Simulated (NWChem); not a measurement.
System: C$_{3}$H$_{7}$Cl; SMILES CC(Cl)C

NWChem input:

```
start job
memory heap 200 mb stack 900 mb global 1100 mb
geometry units angstroms noautosym nocenter noautoz
  C      0.129090    -1.048146    -1.268065
  C     -0.393591    -0.407149     0.000000
  C      0.129090    -1.048146     1.268065
  Cl     0.039946     1.350911     0.000000
  H      1.228313    -1.004317    -1.301140
  H     -0.177022    -2.106065    -1.307073
  H     -0.263205    -0.540413    -2.160224
  H     -1.493931    -0.416534     0.000000
  H      1.228313    -1.004317     1.301140
  H     -0.177022    -2.106065     1.307073
  H     -0.263205    -0.540413     2.160224
end
basis spherical
  * library def2-svp
end
dft
  xc m06-2x
  iterations 150
end
cosmo
  dielec 25.0
end
task dft energy
```

The geometry was optimised at PBE0/def2-SVP.

Level: M06-2X/def2-SVP with COSMO at NWChem's default radii, gas-phase geometry; the question gives the dielectric constant.

Task: Predict the main results of this run. (M06-2X/def2-SVP, COSMO on the gas-phase geometry.) Quantities: electrostatic solvation energy (kcal/mol); dipole in solution (D).

Result: 
| Item | Result |
|---|---|
| electrostatic solvation energy (kcal/mol) | -2.5 |
| dipole in solution (D) | 2.71 |
